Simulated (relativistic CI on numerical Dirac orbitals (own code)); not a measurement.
Slater and spin-orbit integrals, Eu25+

These numbers are calculated, not measured: Dirac-Coulomb-Breit CI, KLI orbitals optimised for each configuration, model QED (radiative potential, 1s self-energy scaled to tabulated hydrogen-like ionisation energies), unscaled Slater integrals (own radial code, finite nucleus).

Slater integrals F^k, G^k are unscaled and averaged over j, outside the closed core [Ar] 3d10; ζ comes from projecting the Hamiltonian with its Breit term on Σ l·s of the shell.

- 4s2 4p6 4d2: F^2(4d,4d) = 183400, F^4(4d,4d) = 124770, ζ(4d) = 23744 cm⁻¹; <r>(4d) = 0.5504, <r^2>(4d) = 0.3459 (bohr units).
- 4s2 4p5 4d3: ζ(4p) = 196060, F^2(4d,4d) = 183380, F^4(4d,4d) = 124750, F^2(4p,4d) = 186060, G^1(4p,4d) = 232920, G^3(4p,4d) = 148670, ζ(4d) = 23641 cm⁻¹; <r>(4p) = 0.5398, <r^2>(4p) = 0.3292, <r>(4d) = 0.5504, <r^2>(4d) = 0.3459 (bohr units).
- 4s2 4p6 4d 4f: ζ(4d) = 23735, F^2(4d,4f) = 182860, F^4(4d,4f) = 119740, G^1(4d,4f) = 196120, G^3(4d,4f) = 133270, G^5(4d,4f) = 97375, ζ(4f) = 3138.7 cm⁻¹; <r>(4d) = 0.5508, <r^2>(4d) = 0.3464, <r>(4f) = 0.5347, <r^2>(4f) = 0.3252 (bohr units).

Problem. Give the Racah parameters of the d shell in 4s2 4p6 4d2.

Solution. B = F²/49 − 5F⁴/441 = 2328 cm⁻¹ and C = 35F⁴/441 = 9902 cm⁻¹.

Averages of the first 10 configurations, taken without configuration mixing, which lowers the lowest level and can move excited configurations by several eV; other configurations of the list can lie among them:

| Configuration | Parity | States | Average energy above the lowest level (eV) |
| --- | --- | --- | --- |
| 4s2 4p6 4d2 | even | 45 | 13.8 |
| 4s2 4p5 4d3 | odd | 720 | 151.1 |
| 4s2 4p6 4d 4f | odd | 140 | 161.4 |
| 4s 4p6 4d3 | even | 240 | 256.8 |
| 4s2 4p5 4d2 4f | even | 3780 | 296.8 |
| 4s 4p6 4d2 4f | odd | 1260 | 402.7 |
| 4s2 4p6 4d 5s | even | 20 | 269.7 |
| 4s2 4p6 4d 5p | odd | 60 | 311.6 |
| 4s2 4p6 4f 5s | odd | 28 | 417.5 |
| 4s2 4p6 4f2 | even | 91 | 310.8 |
